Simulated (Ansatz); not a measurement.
Method: PBE0-D3(BJ)/def2-TZVP (Ansatz, a quantum-chemistry and plane-wave program). No frequencies were computed at this level.

Ansatz 0.2 input:
```yaml
crystal:
  periodic: [false, false, false]
  atoms:
    - { symbol: C, position_ang: [1.438776, 0.01146, -0.162584] }
    - { symbol: C, position_ang: [0.246864, 0.00259, -0.288673] }
    - { symbol: N, position_ang: [-1.082983, -0.006851, -0.491145] }
    - { symbol: H, position_ang: [2.48216, 0.019514, -0.086425] }
    - { symbol: H, position_ang: [-1.549422, 0.826878, -0.157214] }
    - { symbol: H, position_ang: [-1.5354, -0.853593, -0.170944] }
basis:
  gaussian: { orbitals: def2-tzvp }
hamiltonian:
  xc: pbe0
  dispersion: d3bj
relax:
  max_steps: 150
```

Output:

```
Functional definition: PBE0
647 factors; their error is unknown
mean field evaluation 1: about -3601.4590 eV, gradient 5.4e1 eV
mean field evaluation 2: about -3601.2897 eV, gradient 5.3e1 eV
mean field evaluation 4: about -3607.5755 eV, gradient 2.9e0 eV
mean field evaluation 8: about -3607.5935 eV, gradient 1.8e-2 eV
mean field evaluation 16: about -3607.5997 eV, gradient 3.0e-5 eV
mean field -3607.59971019 eV, -132.5768440304 hartree, gradient 3.0e-5 eV, S^2 0.000000; 0 other end points of the search recorded, 0 dependent functions left out
reference -3607.59973348 eV, -132.5768448865 hartree; 11, 11 occupied and 100, 100 virtual orbitals, 647 factors
relax step   1: F+E_penalty+E_count = -3607.66183472 eV  Δ(F+E_penalty+E_count) = +0.000e0 eV  max|allowed force component| = 6.918e-1 eV/Å  Δτ_max = 0.0000 Å  (25 SCF iters, accepted)
these checks for a lower state are left out or cut short: starts, cluster_reference, orbital_swaps, neighbouring_geometries, increment
647 factors; their error is unknown
mean field -3607.60701375 eV, -132.5771124315 hartree, gradient 1.0e-5 eV, S^2 0.000000; 0 other end points of the search recorded, 0 dependent functions left out
reference -3607.60703709 eV, -132.5771132893 hartree; 11, 11 occupied and 100, 100 virtual orbitals, 647 factors
relax step   2: F+E_penalty+E_count = -3607.66904235 eV  Δ(F+E_penalty+E_count) = -7.208e-3 eV  max|allowed force component| = 1.381e-1 eV/Å  Δτ_max = 0.0151 Å  (33 SCF iters, accepted)
these checks for a lower state are left out or cut short: starts, cluster_reference, orbital_swaps, neighbouring_geometries, increment
647 factors; their error is unknown
mean field -3607.60789142 eV, -132.5771446851 hartree, gradient 1.0e-5 eV, S^2 0.000000; 0 other end points of the search recorded, 0 dependent functions left out
reference -3607.60791478 eV, -132.5771455437 hartree; 11, 11 occupied and 100, 100 virtual orbitals, 647 factors
relax step   3: F+E_penalty+E_count = -3607.66988555 eV  Δ(F+E_penalty+E_count) = -8.432e-4 eV  max|allowed force component| = 7.085e-2 eV/Å  Δτ_max = 0.0049 Å  (33 SCF iters, accepted)
these checks for a lower state are left out or cut short: starts, cluster_reference, orbital_swaps, neighbouring_geometries, increment
647 factors; their error is unknown
mean field evaluation 32: about -3607.6015 eV, gradient 5.6e-4 eV
mean field -3607.60819963 eV, -132.5771560118 hartree, gradient 1.0e-5 eV, S^2 0.000000; 0 other end points of the search recorded, 0 dependent functions left out
reference -3607.60822300 eV, -132.5771568707 hartree; 11, 11 occupied and 100, 100 virtual orbitals, 647 factors
relax step   4: F+E_penalty+E_count = -3607.67017857 eV  Δ(F+E_penalty+E_count) = -2.930e-4 eV  max|allowed force component| = 3.953e-2 eV/Å  Δτ_max = 0.0044 Å  (33 SCF iters, accepted)
these checks for a lower state are left out or cut short: starts, cluster_reference, orbital_swaps, neighbouring_geometries, increment
647 factors; their error is unknown
mean field -3607.60849379 eV, -132.5771668220 hartree, gradient 1.0e-5 eV, S^2 0.000000; 0 other end points of the search recorded, 0 dependent functions left out
reference -3607.60851717 eV, -132.5771676811 hartree; 11, 11 occupied and 100, 100 virtual orbitals, 647 factors
relax step   5: F+E_penalty+E_count = -3607.67046899 eV  Δ(F+E_penalty+E_count) = -2.904e-4 eV  max|allowed force component| = 2.862e-2 eV/Å  Δτ_max = 0.0090 Å  (33 SCF iters, accepted)
these checks for a lower state are left out or cut short: starts, cluster_reference, orbital_swaps, neighbouring_geometries, increment
647 factors; their error is unknown
mean field -3607.60843600 eV, -132.5771646980 hartree, gradient 1.0e-5 eV, S^2 0.000000; 0 other end points of the search recorded, 0 dependent functions left out
reference -3607.60845937 eV, -132.5771655568 hartree; 11, 11 occupied and 100, 100 virtual orbitals, 647 factors
relax step   6: F+E_penalty+E_count = -3607.67042424 eV  Δ(F+E_penalty+E_count) = +4.475e-5 eV  max|allowed force component| = 4.467e-2 eV/Å  Δτ_max = 0.0019 Å  (34 SCF iters, rejected (line search))
these checks for a lower state are left out or cut short: starts, cluster_reference, orbital_swaps, neighbouring_geometries, increment
647 factors; their error is unknown
mean field -3607.60851120 eV, -132.5771674619 hartree, gradient 1.0e-5 eV, S^2 0.000000; 0 other end points of the search recorded, 0 dependent functions left out
reference -3607.60853458 eV, -132.5771683211 hartree; 11, 11 occupied and 100, 100 virtual orbitals, 647 factors
relax step   7: F+E_penalty+E_count = -3607.67048657 eV  Δ(F+E_penalty+E_count) = -1.758e-5 eV  max|allowed force component| = 3.698e-3 eV/Å  Δτ_max = 0.0009 Å  (34 SCF iters, accepted)
647 factors; their error is unknown
mean field evaluation 64: about -3607.6085 eV, gradient 9.8e-6 eV
mean field -3607.60851120 eV, -132.5771674619 hartree, gradient 1.0e-5 eV, S^2 0.000000; 1 other end points of the search recorded, 0 dependent functions left out
reference -3607.60853458 eV, -132.5771683211 hartree; 11, 11 occupied and 100, 100 virtual orbitals, 647 factors
Total energy: -3607.67050995 eV, -132.5794458738 hartree
Atom 0 at     1.444477     0.011628    -0.176788 Å, force    -0.003265    -0.000011    -0.003611 eV/Å
Atom 1 at     0.247722     0.002559    -0.286546 Å, force     0.002495     0.000004     0.001989 eV/Å
Atom 2 at    -1.082532    -0.006988    -0.474112 Å, force    -0.003248    -0.000008    -0.002738 eV/Å
Atom 3 at     2.502316     0.019627    -0.078489 Å, force     0.003698     0.000023     0.002366 eV/Å
Atom 4 at    -1.562971     0.824053    -0.163680 Å, force     0.000168    -0.000759     0.000993 eV/Å
Atom 5 at    -1.549017    -0.850882    -0.177369 Å, force     0.000152     0.000751     0.001002 eV/Å
Dipole moment:    -0.342462    -0.004398     0.188872 e Å
```

Cost: roughly 9 core-seconds.
